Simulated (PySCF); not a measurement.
# Computed properties of Si(H)2(F)(OEt) (C2H7FOSi), SMILES CCO[SiH2]F

Si(H)2(F)(OEt) (C₂H₇FOSi), SMILES CCO[SiH2]F. Geometry optimised at B3LYP-D3(BJ)/def2-SVP. The values are those of a single conformer. All values are computed for the isolated molecule unless a solvent is named; none is compared with measurement here.

**Structure.** All 30 harmonic modes at B3LYP-D3(BJ)/def2-SVP (PySCF) are real, so it is a minimum. With heavy atoms numbered as in [SiH2:1]([F:2])[O:3][CH2:4][CH3:5], the shortest bond between them is O3–C4 at 1.422 Å and the longest Si1–O3 at 1.647 Å.

**Vibrations.** The strongest infrared lines (harmonic, unscaled, degenerate partners summed) lie at 1154 cm⁻¹ (253 km/mol, O 41 %, C 36 %, H 20 %), 996 cm⁻¹ (249 km/mol, H 38 %, Si 24 %, C 20 %, O 13 %), 950 cm⁻¹ (161 km/mol, H 85 %, C 8 %). The softest mode is at 31 cm⁻¹ and the zero-point energy is 57.1 kcal/mol.

**Electronic structure.** M06-2X/def2-TZVP (PySCF) places the frontier levels at -10.11 and 1.43 eV, a gap of 11.54 eV, and gives a dipole moment of 1.77 D and a mean polarisability of 51.7 bohr³. PBE/def2-TZVP (PySCF) at the same geometry gives -7.04 and -0.18 eV, so its gap is 4.68 eV narrower. An orbital gap is neither the optical nor the fundamental gap.

**Excitations.** TDDFT-M06-2X/def2-SVPD (PySCF) has S1 at 8.21 eV (151 nm, f = 0.005, weak); the most intense of the 10 singlets computed lies at 9.30 eV (f = 0.07). T1 (TDA) is at 7.95 eV. TDDFT-PBE/def2-SVPD (PySCF) puts S1 at 6.91 eV. No vertical singlet excitation falls in the visible range (under 3.1 eV).

**NMR.** GIAO shifts at PBE0/pcSseg-1 (PySCF) (non-relativistic, atoms alike by connectivity averaged): ¹³C from 22.1 to 66.6 ppm against TMS; ¹H from 1.6 to 5.1 ppm against TMS; ²⁹Si at -20.2 ppm against TMS; ¹⁹F at -170.2 ppm against CFCl3.

**Solvation.** SMD-PBE0/6-31G* (PySCF) gives -0.3 kcal/mol in water, -3.0 kcal/mol in acetonitrile, -3.6 kcal/mol in 2-propanol (1 M in both phases, gas-phase geometry); of these solvents 2-propanol holds the molecule best.
